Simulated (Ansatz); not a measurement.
A nudged elastic band was laid between two geometries of CH4BF + CH4O (13 atoms, charge 0, multiplicity 1).

Level of theory: RHF/6-31G* (Ansatz).

```yaml
movable_images: 7
climbing_image: yes
spring: 5.0 eV/Å²
optimiser: quadratic models (default)
start_path: through a guess of the saddle point
force_threshold: 0.2 eV/Å
iteration_limit: 60
end_points: relaxed
```

First end point:

```xyz
13
Properties=species:S:1:pos:R:3
B -0.210 0.060 0.419
C 0.165 0.460 1.900
H -0.612 0.202 2.616
H 1.100 0.011 2.220
H 0.297 1.541 1.953
H 0.593 0.020 -0.461
F -1.495 0.100 0.045
O -0.181 -2.158 0.687
C -0.648 -2.879 -0.433
H -0.584 -3.947 -0.255
H -1.668 -2.606 -0.677
H -0.006 -2.620 -1.261
H -0.713 -2.363 1.444
```

Last end point:

```xyz
13
Properties=species:S:1:pos:R:3
B 0.336 -0.764 -1.063
C -0.117 0.109 2.919
H -0.916 -0.090 3.624
H 0.478 0.942 3.274
H -0.541 0.354 1.951
H 1.351 -0.236 -1.363
F -0.731 -0.018 -0.808
O 0.263 -2.091 -0.978
C -0.923 -2.764 -0.616
H -0.702 -3.821 -0.603
H -1.260 -2.455 0.366
H -1.710 -2.572 -1.335
H 0.512 -0.771 2.831
```

Question: What changes between the two ends?

Answer: Bonds broken: B1–C2, O8–H13. Bonds formed: B1–O8, C2–H13. CH4BF + CH4O becomes CH4 + CH4BFO.

Question: What energy profile does the band end with?

Answer: The forces met the threshold. The highest image is number 4 of 0 to 8, 47.1 kcal/mol above the first end and 84.1 kcal/mol above the last; the last end lies 36.9 kcal/mol below the first. The threshold of 0.2 eV/Å is loose, so the images may lie well off the minimum-energy path. Neighbouring images differ by up to 3.1 eV, so the band resolves the path poorly. The order of the stationary point at the top wasn't checked. The orbitals stay closed-shell, which can raise the energy where a bond breaks towards radicals; this wasn't checked here.

```csv
image,path coordinate (Å),energy (kcal/mol),B1–C2 (Å),O8–H13 (Å),B1–O8 (Å)
0,0.00,0.0,1.58,0.95,2.23
1,0.82,0.1,1.58,0.95,2.28
2,1.64,0.3,1.58,0.95,2.25
3,2.46,5.2,1.62,0.95,1.75
4,3.28,47.1,1.84,1.20,1.54
5,4.34,-23.8,2.62,2.03,1.34
6,5.41,-35.8,3.30,2.73,1.33
7,6.47,-36.8,3.72,3.22,1.33
8,7.53,-36.9,4.10,4.04,1.33
```

Question: What is the geometry of the highest image?

Answer: 
```xyz
13
Properties=species:S:1:pos:R:3
B -0.008 -0.313 0.159
C -0.024 -0.019 1.971
H -0.886 -0.292 2.578
H 0.885 -0.143 2.552
H -0.124 1.043 1.776
H 0.936 0.241 -0.305
F -1.234 0.004 -0.314
O 0.172 -1.835 0.256
C -0.756 -2.727 -0.329
H -0.333 -3.719 -0.280
H -1.703 -2.707 0.195
H -0.918 -2.451 -1.361
H 0.032 -1.259 1.301
```

The band took 17 iterations and about 4 core-minutes.

Time of the run: 3.9 min on 1 thread of Arm Neoverse V1 (shared host), peak memory 0.17 GiB.
